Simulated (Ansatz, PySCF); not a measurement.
This singlet lies 2.33 eV below the relaxed triplet at the level frozen-core CCSD(T)/cc-pVTZ // B3LYP-D3(BJ)/def2-TZVP (Ansatz, a quantum-chemistry and plane-wave program).

B3LYP has the VWN-RPA correlation part, as in Gaussian. 

Cartesian coordinates (Å):
```xyz
5

N      2.1856    -0.2706    -0.4015
C      1.1786     0.2238    -0.1217
Ge    -0.5328     1.1840     0.3999
O     -1.6218    -0.1675    -0.0150
H     -1.2096    -0.9697    -0.3580
```
Charge 0, multiplicity 1.

Question: Predict the dipole moment, total energy, HOMO–LUMO gap, HOMO and LUMO from B3LYP-D3(BJ)/def2-TZVP run with PySCF.

Answer: 
```json
{
 "dipole_moment": "2.64 D",
 "total_energy": "-2245.8131 Ha",
 "HOMO–LUMO gap": "4.96 eV",
 "HOMO": "-8.38 eV",
 "LUMO": "-3.42 eV"
}
```
